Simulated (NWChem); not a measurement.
System: CH$_{4}$ClFOSi; SMILES C([Si@@H](F)Cl)O

Output (shortened):

```
             Northwest Computational Chemistry Package (NWChem) 7.3.0
             --------------------------------------------------------

 C1  symmetry detected

                             Geometry "geometry" -> ""
                             -------------------------

 Output coordinates in angstroms (scale by  1.889725989 to convert to a.u.)

  No.       Tag          Charge          X              Y              Z
 ---- ---------------- ---------- -------------- -------------- --------------
    1 O                    8.0000     0.79256335     2.25956779     0.08099462
    2 C                    6.0000    -0.27168198     1.52475916    -0.48344386
    3 Si                  14.0000    -0.45408460    -0.14997911     0.35148343
    4 F                    9.0000    -1.81054079    -0.86609071    -0.17550696
    5 Cl                  17.0000     1.13054948    -1.37001515    -0.10987177
    6 H                    1.0000     0.53409655     2.54698556     0.96290742
    7 H                    1.0000    -0.03777445     1.36814980    -1.54942853
    8 H                    1.0000    -1.23640863     2.07164058    -0.46364523
    9 H                    1.0000    -0.53761802    -0.02709188     1.82948737

 Effective nuclear repulsion energy (a.u.)     297.9836137631

                                 NWChem DFT Module
                                 -----------------

 Summary of "ao basis" -> "ao basis" (spherical)
 ------------------------------------------------------------------------------
       Tag                 Description            Shells   Functions and Types
 ---------------- ------------------------------  ------  ---------------------
 O                          def2-svp                 6       14   3s2p1d
 C                          def2-svp                 6       14   3s2p1d
 Si                         def2-svp                 8       18   4s3p1d
 F                          def2-svp                 6       14   3s2p1d
 Cl                         def2-svp                 8       18   4s3p1d
 H                          def2-svp                 3        5   2s1p

            General Information
            -------------------
          SCF calculation type: DFT
          Wavefunction type:  closed shell.
          No. of atoms     :     9
          No. of electrons :    58
           Alpha electrons :    29
            Beta electrons :    29
          Charge           :     0
          Spin multiplicity:     1
          Use of symmetry is: off; symmetry adaption is: off
          Maximum number of iterations: 150
          AO basis - number of functions:    98
                     number of shells:    46
          Convergence on energy requested:  1.00D-06
          Convergence on density requested:  1.00D-05
          Convergence on gradient requested:  5.00D-04

              XC Information
              --------------
                        Slater Exchange Functional  1.000 local
                      VWN V Correlation Functional  1.000 local

             Grid Information
             ----------------
          Grid used for XC integration:  medium
          Radial quadrature: Mura-Knowles
          Angular quadrature: Lebedev.
          Tag              B.-S. Rad. Rad. Pts. Rad. Cut. Ang. Pts.
          ---              ---------- --------- --------- ---------
          O                   0.60       49          10.0       434
          C                   0.70       49           9.0       434
          Si                  1.10       88           9.0       590
          F                   0.50       49          11.0       434
          Cl                  1.00       88          11.0       590
          H                   0.35       45          10.0       434
          Grid pruning is: on
          Number of quadrature shells:   503
          Spatial weights used:  Erf1

      Superposition of Atomic Density Guess
      -------------------------------------

 Sum of atomic energies:        -961.66765533

      Non-variational initial energy
      ------------------------------

 Total energy =    -963.283911
 1-e energy   =   -1923.501855
 2-e energy   =     662.234330
 HOMO         =      -0.310421
 LUMO         =       0.054455

     ---------------------------------------------
      Total Density - Mulliken Population Analysis
     ---------------------------------------------

    Atom       Charge   Shell Charges
 -----------   ------   -------------------------------------------------------
    1 O    8     8.60   1.99  1.10  0.65  3.00  1.85  0.01
    2 C    6     6.08   1.99  0.94  0.26  1.87  0.97  0.05
    3 Si  14    12.76   2.00  1.99  0.93  0.15  5.93  0.89  0.61  0.26
    4 F    9     9.58   1.99  1.15  0.78  3.52  2.14  0.00
    5 Cl  17    17.40   2.00  1.99  1.22  0.72  5.94  2.16  3.36  0.01
    6 H    1     0.67   0.54  0.07  0.06
    7 H    1     0.91   0.68  0.20  0.02
    8 H    1     0.91   0.68  0.20  0.02
    9 H    1     1.10   0.70  0.39  0.01

   convergence    iter        energy       DeltaE   RMS-Dens  Diis-err
 ---------------- ----- ----------------- --------- --------- ---------
 d= 0,ls=0.0,diis     1   -960.6593813259 -1.26D+03  2.28D-02  1.47D+00
 d= 0,ls=0.0,diis     2   -960.4254527173  2.34D-01  1.52D-02  3.73D+00
 d= 0,ls=0.0,diis     3   -960.7675500811 -3.42D-01  2.92D-03  1.70D-01
 d= 0,ls=0.0,diis     4   -960.7787196894 -1.12D-02  1.64D-03  2.51D-02
 d= 0,ls=0.0,diis     5   -960.7814791365 -2.76D-03  4.15D-04  2.53D-03
  Resetting Diis
 d= 0,ls=0.0,diis     6   -960.7817227020 -2.44D-04  1.30D-04  2.45D-04
 d= 0,ls=0.0,diis     7   -960.7817466675 -2.40D-05  9.80D-05  1.97D-05
 d= 0,ls=0.0,diis     8   -960.7817426567  4.01D-06  5.97D-05  5.63D-05
 d= 0,ls=0.0,diis     9   -960.7817489353 -6.28D-06  7.61D-06  7.34D-07
 d= 0,ls=0.0,diis    10   -960.7817490021 -6.68D-08  2.15D-06  4.88D-08

         Total DFT energy =     -960.781749002138
      One electron energy =    -1926.222664241149
           Coulomb energy =      738.399059758818
    Exchange-Corr. energy =      -70.941758282942
 Nuclear repulsion energy =      297.983613763135

 Numeric. integr. density =       58.000004646086

                       DFT Final Molecular Orbital Analysis
                       ------------------------------------

 Vector   27  Occ=2.000000D+00  E=-2.942571D-01
              MO Center=  9.2D-01, -1.3D+00, -8.1D-02, r^2= 1.7D+00
   Bfn.  Coefficient  Atom+Function         Bfn.  Coefficient  Atom+Function
  ----- ------------  ---------------      ----- ------------  ---------------
    72      0.425165  5 Cl py                71      0.383883  5 Cl px
    69      0.325325  5 Cl py                68      0.289527  5 Cl px
    73      0.202865  5 Cl pz                66      0.189953  5 Cl py
    65      0.169350  5 Cl px                70      0.155793  5 Cl pz
    50     -0.138894  4 F  px                39      0.095150  3 Si px

 Vector   28  Occ=2.000000D+00  E=-2.878867D-01
              MO Center=  6.8D-01, -3.1D-01,  1.2D-01, r^2= 3.9D+00
   Bfn.  Coefficient  Atom+Function         Bfn.  Coefficient  Atom+Function
  ----- ------------  ---------------      ----- ------------  ---------------
    73      0.460677  5 Cl pz                70      0.353252  5 Cl pz
     4      0.216530  1 O  px                95     -0.209140  9 H  s
    67      0.205785  5 Cl pz                94     -0.182937  9 H  s
    72     -0.164338  5 Cl py                 5     -0.153993  1 O  py
     7      0.139127  1 O  px                 3      0.127641  1 O  s

 Vector   29  Occ=2.000000D+00  E=-2.282076D-01
              MO Center=  3.0D-01,  1.6D+00, -7.6D-03, r^2= 2.6D+00
   Bfn.  Coefficient  Atom+Function         Bfn.  Coefficient  Atom+Function
  ----- ------------  ---------------      ----- ------------  ---------------
     5      0.445717  1 O  py                 8      0.356926  1 O  py
    31      0.245629  3 Si s                 17      0.225441  2 C  s
    19     -0.222147  2 C  py                 6     -0.212153  1 O  pz
    89     -0.167258  8 H  s                 37      0.159092  3 Si py
     9     -0.155670  1 O  pz                 4     -0.153614  1 O  px

 Vector   30  Occ=0.000000D+00  E=-2.625219D-02
              MO Center= -1.1D-01,  6.9D-01,  4.6D-01, r^2= 4.3D+00
   Bfn.  Coefficient  Atom+Function         Bfn.  Coefficient  Atom+Function
  ----- ------------  ---------------      ----- ------------  ---------------
    39     -0.565281  3 Si px                 3      0.532085  1 O  s
    80     -0.493162  6 H  s                 40     -0.482443  3 Si py
    49     -0.322635  4 F  s                 17      0.265290  2 C  s
    22     -0.260110  2 C  py                21     -0.228597  2 C  px
    36     -0.204816  3 Si px                72      0.186935  5 Cl py

 Vector   31  Occ=0.000000D+00  E= 3.899600D-04
              MO Center= -1.7D-01, -1.1D-01,  4.3D-01, r^2= 3.8D+00
   Bfn.  Coefficient  Atom+Function         Bfn.  Coefficient  Atom+Function
  ----- ------------  ---------------      ----- ------------  ---------------
    39      0.731276  3 Si px                40     -0.606157  3 Si py
    64     -0.541936  5 Cl s                 31      0.525060  3 Si s
    71      0.445441  5 Cl px                85     -0.357122  7 H  s
    17      0.341080  2 C  s                 72     -0.342712  5 Cl py
    32      0.309146  3 Si s                 36      0.276155  3 Si px

 Vector   32  Occ=0.000000D+00  E= 2.340905D-02
              MO Center= -6.6D-01,  1.0D+00, -1.5D-01, r^2= 5.5D+00
   Bfn.  Coefficient  Atom+Function         Bfn.  Coefficient  Atom+Function
  ----- ------------  ---------------      ----- ------------  ---------------
    17      1.545344  2 C  s                 90     -0.973570  8 H  s
    32     -0.968197  3 Si s                 80     -0.530641  6 H  s
    85     -0.519344  7 H  s                 21     -0.382429  2 C  px
    41      0.353923  3 Si pz                49      0.340503  4 F  s
     3      0.285746  1 O  s                 39      0.262650  3 Si px

     ---------------------------------------------
      Total Density - Mulliken Population Analysis
     ---------------------------------------------

    Atom       Charge   Shell Charges
 -----------   ------   -------------------------------------------------------
    1 O    8     8.29   1.99  1.06  0.68  2.87  1.67  0.01
    2 C    6     6.14   1.98  0.90  0.22  2.11  0.87  0.05
    3 Si  14    13.46   2.00  1.97  1.09  0.09  5.92  1.24  0.75  0.39
    4 F    9     9.26   1.99  1.11  0.80  3.34  2.02  0.00
    5 Cl  17    17.18   2.00  1.98  1.28  0.67  5.92  2.17  3.13  0.02
    6 H    1     0.80   0.67  0.07  0.07
    7 H    1     0.90   0.70  0.17  0.02
    8 H    1     0.92   0.71  0.19  0.02
    9 H    1     1.05   0.71  0.34  0.01

     -------------------------------------------
      Total Density - Lowdin Population Analysis
     -------------------------------------------

    Atom       Charge   Shell Charges
 -----------   ------   -------------------------------------------------------
    1 O    8     8.12   1.97  0.87  0.60  2.71  1.94  0.02
    2 C    6     6.15   1.96  0.60  0.34  1.89  1.25  0.11
    3 Si  14    13.64   2.00  1.93  0.70  0.33  5.80  1.26  1.00  0.63
    4 F    9     9.17   1.97  1.01  0.77  3.20  2.20  0.01
    5 Cl  17    17.02   2.00  1.95  1.06  0.79  5.82  2.27  3.12  0.02
    6 H    1     0.91   0.56  0.17  0.18
    7 H    1     0.95   0.62  0.26  0.07
    8 H    1     0.96   0.62  0.27  0.07
    9 H    1     1.08   0.63  0.43  0.03

     Multipole analysis of the density
     ---------------------------------

     L   x y z        total         alpha         beta         nuclear
     -   - - -        -----         -----         ----         -------
     0   0 0 0     -0.000000    -29.000000    -29.000000     58.000000

     1   1 0 0     -0.347819     -0.173910     -0.173910     -0.000000
     1   0 1 0      0.692589      0.346294      0.346294      0.000000
     1   0 0 1      0.409864      0.204932      0.204932      0.000000

     2   2 0 0    -34.613528   -127.456569   -127.456569    220.299609
     2   1 1 0     -2.788422     -0.213300     -0.213300     -2.361822
     2   1 0 1      0.107115      0.093083      0.093083     -0.079051
     2   0 2 0    -31.534165   -205.783146   -205.783146    380.032128
     2   0 1 1      1.903456      1.750121      1.750121     -1.596786
     2   0 0 2    -29.686082    -33.692391    -33.692391     37.698700
```

Level: LDA (Slater exchange, VWN5)/def2-SVP. The geometry was optimised at PBE0/def2-SVP.

Problem. Which NWChem input produces such a log?

Solution. Several could match; the one computed here: the input that was run:
```
start job
memory heap 200 mb stack 900 mb global 1100 mb
geometry units angstroms noautoz
  O      0.811716     2.252298     0.115005
  C     -0.262746     1.540415    -0.459370
  Si    -0.459714    -0.148718     0.342600
  F     -1.826009    -0.839534    -0.192675
  Cl     1.109722    -1.376125    -0.150091
  H      0.560055     2.524682     1.003632
  H     -0.035001     1.402768    -1.529299
  H     -1.221425     2.097082    -0.424367
  H     -0.535736    -0.054675     1.823124
end
basis spherical
  * library def2-svp
end
dft
  xc slater vwn_5
  iterations 150
  mulliken
end
task dft energy
```
